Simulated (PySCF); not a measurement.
Molfile (atoms numbered from 1):
```
C2H2BFO2
     RDKit          3D

  8  8  0  0  0  0  0  0  0  0999 V2000
   -1.1526   -0.9215    1.7438 F   0  0  0  0  0  0  0  0  0  0  0  0
   -0.5061   -0.3820    0.7506 C   0  0  0  0  0  0  0  0  0  0  0  0
   -0.6442    0.8037    0.1413 C   0  0  0  0  0  0  0  0  0  0  0  0
    0.3018    0.8725   -0.8554 O   0  0  0  0  0  0  0  0  0  0  0  0
    0.9932   -0.3065   -0.8088 B   0  0  0  0  0  0  0  0  0  0  0  0
    0.4870   -1.1058    0.2053 O   0  0  0  0  0  0  0  0  0  0  0  0
   -1.3240    1.6344    0.3009 H   0  0  0  0  0  0  0  0  0  0  0  0
    1.8964   -0.6156   -1.5253 H   0  0  0  0  0  0  0  0  0  0  0  0
  1  2  1  0
  2  3  2  0
  3  4  1  0
  4  5  1  0
  5  6  1  0
  6  2  1  0
  3  7  1  0
  5  8  1  0
M  END
```

Geometry: PBE0-D3(BJ)/def2-SVP; GIAO absolute shieldings from PySCF, gas phase, non-relativistic, averaged over equivalent atoms.

At PBE0/pcSseg-0 (58 basis functions, 3.9 s wall time on 1 thread of an Arm Neoverse V1, shared host):
```csv
atoms,σ (ppm)
F1,315.3
C2,19.0
C3,71.1
O6,88.1
O4,113.4
B5,79.6
H7,25.99
H8,27.13
```

Problem. Estimate the result of repeating the calculation with KT3/pcSseg-2.

Solution. 
```
atoms  σ at KT3/pcSseg-2  change
   F1              301.4   -13.9
   C2               21.6    +2.6
   C3               75.4    +4.3
   O6               86.0    -2.1
   O4              114.9    +1.5
   B5               78.3    -1.3
   H7              24.72   -1.27
   H8              26.86   -0.27
```

The largest change is at F1 (vinylic fluorine). Cost: 244 basis functions, 33 s wall time on 1 thread of an Arm Neoverse V1, shared host.
